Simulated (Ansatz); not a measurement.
Geometry optimisation, DFT PBE-D3(BJ), scalar-relativistic, plane waves, PAW in Ansatz 0.2.0.

Input:

```yaml
crystal:
  lattice:
    - [7.398, 0.0, 0.0]
    - [-3.699, 6.406856, 0.0]
    - [0.0, 0.0, 13.0]
  atoms:
    - { symbol: C, position: [0.0, 0.0, 0.0769231] }
    - { symbol: C, position: [0.2222222, 0.1111111, 0.0769231] }
    - { symbol: C, position: [0.0, 0.3333333, 0.0769231] }
    - { symbol: C, position: [0.2222222, 0.4444444, 0.0769231] }
    - { symbol: C, position: [0.0, 0.6666667, 0.0769231] }
    - { symbol: C, position: [0.2222222, 0.7777778, 0.0769231] }
    - { symbol: C, position: [0.3333333, 0.0, 0.0769231] }
    - { symbol: C, position: [0.5555556, 0.1111111, 0.0769231] }
    - { symbol: C, position: [0.3333333, 0.3333333, 0.0769231] }
    - { symbol: C, position: [0.5555556, 0.4444444, 0.0769231] }
    - { symbol: C, position: [0.3333333, 0.6666667, 0.0769231] }
    - { symbol: C, position: [0.5555556, 0.7777778, 0.0769231] }
    - { symbol: C, position: [0.6666667, 0.0, 0.0769231] }
    - { symbol: C, position: [0.8888889, 0.1111111, 0.0769231] }
    - { symbol: C, position: [0.6666667, 0.3333333, 0.0769231] }
    - { symbol: C, position: [0.8888889, 0.4444444, 0.0769231] }
    - { symbol: C, position: [0.6666667, 0.6666667, 0.0769231] }
    - { symbol: C, position: [0.8888889, 0.7777778, 0.0769231] }
    - { symbol: Cl, position: [0.9533463, 0.0553239, 0.2676923] }
    - { symbol: H, position: [1.0115762, 0.2386068, 0.3023077] }
basis:
  ecutwfc: 420.0
kpoints:
  mp_grid: { grid: [2, 2, 1] }
hamiltonian:
  xc: pbe
  dispersion: d3bj
scf:
  occupations: { method: fermi_dirac, width: 0.05 }
  lower_state_search: "off"
relax:
  f_tol: 0.08
  max_steps: 25
  adjacent_minimum: "off"
```

Run as:

```bash
$ ansatz run input.yaml --threads 1 --pin off --max-ram 3072MiB --backend cpu --events-out ev --progress --plain --runs-dir out
```

Problem. Where does it end, and by what steps?

Solution. It converged. The threshold is loose, so the end isn't yet a minimum. The force dipped under the threshold on the way, but the program's further checks kept it going. Limits of this set-up: coarse k mesh, slab without dipole correction. After 22 steps the energy has fallen by 0.851 eV; Cl19 moved furthest, 1.34 Å.

```json
{"step": "0", "energy less start (eV)": "0.0000", "largest force component (eV/Å)": "2.498", "accepted": "yes"}
{"step": "1", "energy less start (eV)": "-0.4583", "largest force component (eV/Å)": "1.308", "accepted": "yes"}
{"step": "2", "energy less start (eV)": "-0.6484", "largest force component (eV/Å)": "0.712", "accepted": "yes"}
{"step": "3", "energy less start (eV)": "-0.7377", "largest force component (eV/Å)": "0.389", "accepted": "yes"}
{"step": "4", "energy less start (eV)": "-0.7917", "largest force component (eV/Å)": "0.133", "accepted": "yes"}
{"step": "5", "energy less start (eV)": "-0.8051", "largest force component (eV/Å)": "0.407", "accepted": "yes"}
{"step": "6", "energy less start (eV)": "-0.8137", "largest force component (eV/Å)": "0.090", "accepted": "yes"}
{"step": "7", "energy less start (eV)": "-0.8144", "largest force component (eV/Å)": "0.117", "accepted": "yes"}
{"step": "8", "energy less start (eV)": "-0.8153", "largest force component (eV/Å)": "0.163", "accepted": "yes"}
{"step": "9", "energy less start (eV)": "-0.8170", "largest force component (eV/Å)": "0.153", "accepted": "yes"}
{"step": "10", "energy less start (eV)": "-0.8134", "largest force component (eV/Å)": "0.629", "accepted": "no"}
{"step": "11", "energy less start (eV)": "-0.8206", "largest force component (eV/Å)": "0.193", "accepted": "yes"}
{"step": "12", "energy less start (eV)": "-0.8236", "largest force component (eV/Å)": "0.098", "accepted": "yes"}
{"step": "13", "energy less start (eV)": "-0.8288", "largest force component (eV/Å)": "0.157", "accepted": "yes"}
{"step": "14", "energy less start (eV)": "-0.8310", "largest force component (eV/Å)": "0.114", "accepted": "yes"}
{"step": "15", "energy less start (eV)": "-0.8029", "largest force component (eV/Å)": "0.641", "accepted": "no"}
{"step": "16", "energy less start (eV)": "-0.8338", "largest force component (eV/Å)": "0.268", "accepted": "yes"}
{"step": "17", "energy less start (eV)": "-0.8383", "largest force component (eV/Å)": "0.266", "accepted": "yes"}
{"step": "18", "energy less start (eV)": "-0.8397", "largest force component (eV/Å)": "0.451", "accepted": "yes"}
{"step": "19", "energy less start (eV)": "-0.8462", "largest force component (eV/Å)": "0.142", "accepted": "yes"}
{"step": "20", "energy less start (eV)": "-0.8498", "largest force component (eV/Å)": "0.057", "accepted": "yes"}
{"step": "21", "energy less start (eV)": "-0.8501", "largest force component (eV/Å)": "0.180", "accepted": "yes"}
{"step": "22", "energy less start (eV)": "-0.8510", "largest force component (eV/Å)": "0.066", "accepted": "yes"}
```

```xyz
20
Lattice="7.3980 0.0000 0.0000 -3.6990 6.4069 0.0000 0.0000 0.0000 13.0000" Properties=species:S:1:pos:R:3
C 0.002 -0.031 0.974
C 1.226 0.678 0.976
C -1.232 2.098 0.981
C 0.002 2.810 0.979
C -2.473 4.238 0.983
C -1.232 4.955 0.983
C 2.467 -0.039 0.980
C 3.700 0.674 0.982
C 1.226 2.102 0.978
C 2.467 2.819 0.981
C 0.001 4.242 0.982
C 1.226 4.949 0.982
C 4.924 -0.035 0.981
C 6.166 0.682 0.978
C 3.700 2.106 0.983
C 4.924 2.815 0.983
C 2.467 4.232 0.982
C 3.700 4.945 0.979
Cl 6.977 1.236 4.486
H 6.504 1.256 3.278
```

Whether the end is a true minimum wasn't checked by a vibrational analysis.

Time of the run: 2.7 min on 1 thread of Arm Neoverse V1 (shared host), peak memory 0.68 GiB.
